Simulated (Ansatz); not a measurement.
One change: `[SiH3]S[SiH2]S` becomes `[SiH3]S[SiH2]Cl`.

Ansatz, PBE0-D4/def2-TZVP geometries, multiplicity 1. Each molecule was computed in one conformer, which needn't be the lowest.

```csv
property,`[SiH3]S[SiH2]S`
HOMO–LUMO gap (PBE0/def2-TZVPP) / eV,7.40
HOMO–LUMO gap (PBE/def2-TZVPP) / eV,5.36
LUMO energy (PBE0/def2-TZVPP) / eV,-0.12
HOMO energy (PBE0/def2-TZVPP) / eV,-7.52
HOMO energy (PBE/def2-TZVPP) / eV,-6.34
HOMO energy (ωB97M-V/def2-TZVPP) / eV,-9.65
```

(1) What does the change do to each property? (Estimate.)

Answers

(1) The calculation gave: 
```csv
property,`[SiH3]S[SiH2]Cl`,shift
HOMO–LUMO gap (PBE0/def2-TZVPP) / eV,7.59,0.19
HOMO–LUMO gap (PBE/def2-TZVPP) / eV,5.52,0.16
LUMO energy (PBE0/def2-TZVPP) / eV,-0.24,-0.12
HOMO energy (PBE0/def2-TZVPP) / eV,-7.83,-0.31
HOMO energy (PBE/def2-TZVPP) / eV,-6.63,-0.29
HOMO energy (ωB97M-V/def2-TZVPP) / eV,-9.98,-0.33
```

With PBE0 the HOMO falls by 0.31 eV and the LUMO falls by 0.12 eV, so the gap widens by about 0.19 eV. PBE moves the HOMO by -0.29 eV and ωB97M-V by -0.33 eV.
